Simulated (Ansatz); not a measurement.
The molecule HfP, multiplicity 2 (lowest of 2S+1 = 2, 4, 6, 8 at CCSD(T)/def2-TZVPP on PBE0 minima; our sources give no spin for the ground state, which may be another). No spin–orbit coupling. The T1 diagnostic near the minimum is 0.077, so single-reference values are doubtful.

Constants: fifth-degree fit in 1/R to seven points, most abundant isotopes. In def2 and cc sets the state is the lowest found near the PBE0 minimum, followed along R.

The values were computed with Ansatz (a program for electronic structure).  In def2 rows elements past Kr take small-core potentials, without spin–orbit coupling.

Energies at CAM-B3LYP/def2-TZVPP:

```tsv
R (Å)	E (hartree)
2.040091	-389.19596095
2.094932	-389.20423768
2.145386	-389.20817260
2.202421	-389.20914550
2.259456	-389.20713816
2.325265	-389.20193200
2.402043	-389.19295597
```

Q: With a reduced mass of 26.4252 u, find the minimum, the force constant and the constants.

A: A fifth-degree polynomial in 1/R puts the minimum at r_e = 2.1906 Å with force constant 417 N/m. Then ω_e = (1/2πc)√(k/μ) = 518 cm⁻¹ and B_e = h/(8π²cμr_e²) = 0.1329 cm⁻¹; the cubic and quartic terms give α_e = 0.00039 and ω_e x_e = 1.2 cm⁻¹.
